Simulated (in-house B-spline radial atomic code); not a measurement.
Atomic self-consistent-field run: Co III (Co2+). Level of theory: non-relativistic B97-1, spin-polarised, spherical fractional occupations, exact exchange averaged over the configuration, point nucleus; calculated with a radial B-spline atomic code at the basis-set limit.

Command:
```bash
python run_scf.py task.json out
```
Settings:
```
Z                27
configuration    [Ar] 3d7
hamiltonian      nr
method           b97_1
spin_polarised   True
exact_exchange   averaged over the configuration
```

Output (hartree, bohr):
```
 radial grid: 48 intervals, B-splines of order 8, outer radius 25.5556 bohr

 iter        energy (Eh)    residual
    1       -1368.751117    4.78e-01
    2       -1372.614008    6.52e-01
    3       -1381.402234    1.00e-01
    4       -1381.710680    3.53e-02
    5       -1381.724918    8.50e-03
    6       -1381.725604    5.17e-03
    7       -1381.726363    6.35e-04
    8       -1381.726375    6.56e-05
    9       -1381.726375    1.53e-06
   10       -1381.726375    2.05e-07

 total energy                     -1381.72638
 kinetic                            1380.6155
 electron-nucleus                  -3275.6763
 Hartree                             571.9321
 exact exchange                      -11.9499
 exchange-correlation                -46.6478

 orbital      occ     eigenvalue          <r>       <r^2>       <1/r>     <1/r^3>       <r^4>       r_max
 1s up      1.000      -278.3249    0.0569033  0.00434092     26.5145           - 4.80854e-05      0.0375
 1s down    1.000      -278.3249    0.0569029  0.00434084     26.5146           - 4.80822e-05      0.0375
 2s up      1.000       -33.6772     0.258636     0.07889     5.70913           -   0.0108232       0.216
 2s down    1.000       -33.6083     0.258231   0.0786242     5.71826           -   0.0107391      0.2158
 2p up      3.000       -29.2959     0.226377    0.062875     5.65895     526.677   0.0080061      0.1733
 2p down    3.000       -29.2403     0.225919   0.0625884     5.66742     528.318  0.00791715      0.1732
 3s up      1.000        -4.6106     0.782803    0.707215     1.80338           -    0.810935      0.6769
 3s down    1.000        -4.4616     0.785423    0.712327     1.79474           -    0.826142      0.6777
 3p up      3.000        -3.2915     0.818782     0.78994     1.67758     65.9385     1.09204      0.6827
 3p down    3.000        -3.1307      0.82423    0.801665     1.66506      64.651     1.13472      0.6843
 3d up      5.000        -1.1258     0.992789      1.2705      1.3345     6.22622     3.96534      0.6652
 3d down    2.000        -1.0091      1.04023     1.41464     1.29358     5.87949     5.09877      0.6747
```

Time taken, with all properties: 0.45 s on 1 thread of Arm Neoverse N1, with other jobs on the host.
